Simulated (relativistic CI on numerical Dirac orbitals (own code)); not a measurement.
**What each ingredient does to the levels of Os XLIX**

Base calculation: Dirac-Coulomb-Breit CI, KLI orbitals optimised for each configuration, model QED (radiative potential, 1s self-energy scaled to tabulated hydrogen-like ionisation energies), unscaled Slater integrals.

Configurations in the expansion (outside the closed core [Ne]): 3s2 3p6 3d10, 3s2 3p6 3d9 4s, 3s2 3p6 3d9 4p, 3s2 3p6 3d9 4d, 3s2 3p5 3d10 4s, 3s2 3p6 3d9 4f, 3s2 3p5 3d10 4p, 3s2 3p6 3d8 4s2, 3s2 3p5 3d10 4d, 3s2 3p6 3d8 4s 4p, 3s 3p6 3d10 4s, 3s2 3p6 3d9 5s, 3s2 3p5 3d10 4f, 3s2 3p6 3d8 4p2, 3s2 3p6 3d8 4s 4d, 3s2 3p6 3d9 5p, 3s 3p6 3d10 4p, 3s2 3p5 3d9 4s2, 3s2 3p6 3d9 5d, 3s2 3p6 3d8 4p 4d, 3s2 3p6 3d9 5f, 3s2 3p6 3d9 5g, 3s2 3p5 3d9 4s 4p, 3s 3p6 3d10 4d, 3s2 3p6 3d8 4d2, 3s2 3p5 3d9 4p2, 3s2 3p5 3d9 4s 4d, 3s 3p6 3d10 4f, 3s 3p6 3d9 4s2, 3s2 3p6 3d9 6s, 3s2 3p5 3d10 5s, 3s2 3p4 3d10 4s2, 3s2 3p6 3d9 6p, 3s2 3p5 3d9 4p 4d, 3s2 3p5 3d10 5p, 3s2 3p6 3d9 6d. Levels of other configurations are missing.

The lowest level and the first level of each name with at least 55 % of one term (blank where a level has no safe partner in the second run):

```
                Level  Base (eV)  Shift (eV)
    3s2 3p6 3d10 1S_0       0.00        0.00
  3s2 3p6 3d9 4s 3D_3    1679.41       +1.13
  3s2 3p6 3d9 4s 1D_2    1681.36       +1.05
  3s2 3p6 3d9 4s 3D_1    1755.18       +2.56
  3s2 3p6 3d9 4s 3D_2    1756.43       +2.65
 3s2 3p6 3d9 4p 3F°_2    1856.58       +1.44
 3s2 3p6 3d9 4p 3F°_4    1899.31       +1.23
 3s2 3p6 3d9 4p 1P°_1    1902.49       +1.01
 3s2 3p6 3d9 4p 3D°_3    1904.70       +1.06
 3s2 3p6 3d9 4p 3P°_0    1971.66       +2.40
  3s2 3p6 3d9 4d 1P_1    2076.37       +2.31
  3s2 3p6 3d9 4d 3G_5    2078.13       +2.49
  3s2 3p6 3d9 4d 3D_3    2082.29       +2.19
  3s2 3p6 3d9 4d 3F_4    2084.27       +2.23
  3s2 3p6 3d9 4d 3P_0    2099.99       +2.10
  3s2 3p6 3d9 4d 3G_3    2129.32       +3.36
  3s2 3p6 3d9 4d 3F_2    2135.39       +3.10
3s2 3p5 3d10 4s 3P°_2    2156.05       +4.00
3s2 3p5 3d10 4s 1P°_1    2159.47       +4.02
  3s2 3p6 3d9 4d 1S_0    2173.66       +2.68
 3s2 3p6 3d9 4f 3P°_0    2234.02       +1.91
 3s2 3p6 3d9 4f 3P°_1    2237.22       +2.25
```

At this charge energies of transitions that change n are usually good to better than 1 %, and those within a shell (Δn = 0) to a few per cent.

(1) One thing was changed in a second run, which moved the levels as shown. Which?
A. configuration mixing switched off
B. P86 correlation estimate
C. Breit term removed
D. QED terms removed

Results:

(1) C. Breit term removed. The Breit term mainly narrows fine-structure intervals, so removing it widens them.

LS names give the leading component of a level, which can be under half, so a name can repeat, a term be missing and a line seem to break the LS rules.
